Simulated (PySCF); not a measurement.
# SMILES [BH3-][NH2+][C@@H]1C[C@@H]1CF, C$_{4}$H$_{11}$BFN

Geometry (Å), atoms numbered from 1 in this order:
```xyz
18

B     2.1464    0.4558    0.6613
N     1.0515    0.4321   -0.5815
C     0.1855   -0.7229   -0.6008
C    -1.1189   -0.6909   -1.3419
C    -1.1044   -0.7293    0.1636
C    -1.5509    0.4624    0.9712
F    -2.8872    0.3380    1.2741
H     2.8070   -0.5257    0.5351
H     1.5080    0.4665    1.6658
H     2.7671    1.4589    0.4932
H     1.6043    0.4718   -1.4337
H     0.5176    1.2914   -0.5039
H     0.7628   -1.6387   -0.6038
H    -1.4090    0.2372   -1.8134
H    -1.4383   -1.5672   -1.8833
H    -1.3833   -1.6626    0.6370
H    -1.4541    1.4081    0.4261
H    -1.0130    0.5212    1.9233
```

Computed with PySCF 2.14.0, TDDFT CAM-B3LYP/def2-SVPD circular dichroism and optical rotation, one conformer, gas phase. Geometry: GFN2-xTB.

The molecule is flexible and this is one conformer; a measurement averages over conformers.

(1) Assign R or S to each stereocentre.

(2) List the lowest 8 singlet excitations with oscillator and rotatory strengths.

Answers

(1) C3 R, C5 S.

(2) Rotatory strengths R in 10⁻⁴⁰ esu² cm², velocity form and length form (origin at the centre of mass); f in length form.
| state | E (eV) | λ (nm) | f | R (velocity) | R (length) | main |
| --- | --- | --- | --- | --- | --- | --- |
| 1 | 7.16 | 173 | 0.021 | +13.6 | +13.0 | HOMO→LUMO 0.87 |
| 2 | 7.29 | 170 | 0.019 | -12.4 | -12.3 | HOMO−1→LUMO 0.87 |
| 3 | 7.94 | 156 | 0.005 | +0.2 | 0.0 | HOMO−2→LUMO 0.88 |
| 4 | 8.16 | 152 | 0.002 | -1.1 | -0.4 | HOMO→LUMO+1 0.74, HOMO−2→LUMO+1 0.09 |
| 5 | 8.25 | 150 | 0.012 | -6.7 | -6.9 | HOMO−1→LUMO+1 0.83 |
| 6 | 8.43 | 147 | 0.010 | +6.7 | +6.7 | HOMO−3→LUMO 0.78 |
| 7 | 8.48 | 146 | 0.048 | -4.2 | -4.2 | HOMO→LUMO+3 0.40, HOMO−1→LUMO+3 0.28 |
| 8 | 8.51 | 146 | 0.009 | +1.5 | +1.3 | HOMO−2→LUMO+1 0.39, HOMO−1→LUMO+3 0.23 |

Among the states computed, the strongest CD band (largest |R|) is state 1. The largest dissymmetry factor in size, g = 4R/(D+G), with D and G the electric and magnetic dipole strengths, is +0.0079 for state 6 (velocity form, f = 0.011), among bands with |R| over 0.5. The mirror image has the same energies and oscillator strengths and all R with the opposite sign.
